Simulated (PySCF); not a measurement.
## C₆ coefficients of unlike pairs at UHF

Calculated with PySCF 2.14 from the dipole response of each species, C₆(A,B) = (3/π) ∫ α_A(iu) α_B(iu) du, in atomic units, from isotropic polarisabilities. For ions this is the dispersion term alone; charge-induced terms of lower order in 1/R come first.

| species | configuration | basis | relativity | α (bohr³) | C₆ (like pair) |
| --- | --- | --- | --- | --- | --- |
| Ga²⁺ | [Ar] 3d10 4s1 (2S) | aug-cc-pVTZ-PP with ECP10MDF (6s5p4d2f) | core potential | 12.10 | 35.69 |
| Ga⁻ | [Ar] 3d10 4s2 4p2 (3P) | aug-cc-pVQZ-PP with one added diffuse shell each of s, p, d, f, g type with ECP10MDF (8s7p6d4f3g) | core potential | 679.3 | 13240 |
| Cr²⁺ | [Ar] 3d4 (5D) | x2c-TZVPPall with one added diffuse shell each of s, p, d, f type (7s6p5d3f1g) | spin-free X2C | 3.624 | 10.66 |
| Zn²⁺ | [Ar] 3d10 (1S) | def2-QZVPPD (11s6p5d4f2g) | none | 2.215 | 5.723 |

Estimate C₆ for Zn²⁺ with Cr²⁺.

The integral gives 7.719. The combination rule 2 C_A C_B / (C_A α_B/α_A + C_B α_A/α_B) gives 7.685 and the geometric mean 7.812.

No spin-orbit coupling is included.

The other pairs:

```tsv
pair	C₆
Zn²⁺, Ga⁻	109.5
Zn²⁺, Ga²⁺	11.24
Ga⁻, Ga²⁺	493.2
Cr²⁺, Ga⁻	173.2
Cr²⁺, Ga²⁺	16.72
```
